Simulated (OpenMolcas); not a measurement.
Cu3+ (d8) among equal point charges was computed by CASSCF with the d shell active (OpenMolcas, ANO-RCC-VDZP on the metal). Its lowest spin-free states, and all those of the highest spin:

| 2S+1 | Degeneracy | E (cm-1) |
| --- | --- | --- |
| 3 | 3 | 0.0 |
| 3 | 3 | 1808 |
| 3 | 1 | 4025 |
| 1 | 3 | 18875 |
| 1 | 2 | 19671 |
| 3 | 3 | 23230 |
| 1 | 3 | 28954 |
| 1 | 3 | 29994 |
| 1 | 2 | 30135 |
| 1 | 1 | 30343 |
| 1 | 1 | 71105 |

Is the site octahedral, tetrahedral or cube-like, axial, or of lower symmetry?

The states with 2S+1 = 3 have orbital degeneracies 3, 3, 1, 3. Threefold states need a cubic site. For d8 at this spin an octahedron puts the single A2 below the threefold T2 and a tetrahedron or cube puts the threefold T1 below the threefold T2, so the site is a tetrahedron or a cube, which this pattern cannot tell apart. The run had Cu3+ among 4 point charges of -3 e arranged as a tetrahedron (Td), 1.79 Å from the ion.

An orbital triplet at a regular site is open to Jahn-Teller coupling, which can distort the site and quench the lowest spin-orbit gaps and is left out. Without dynamic correlation the repulsion within the d shell is too large (B by tens of per cent), so at a given field states of lower spin stand too high. The ground term spreads over less than 5000 cm-1, several times less than with real ligands, so orbital moments are less quenched and χT lies further from the spin-only value than at real sites. This is an electrostatic model: the charges have no orbitals. No measured value stands beside these numbers.
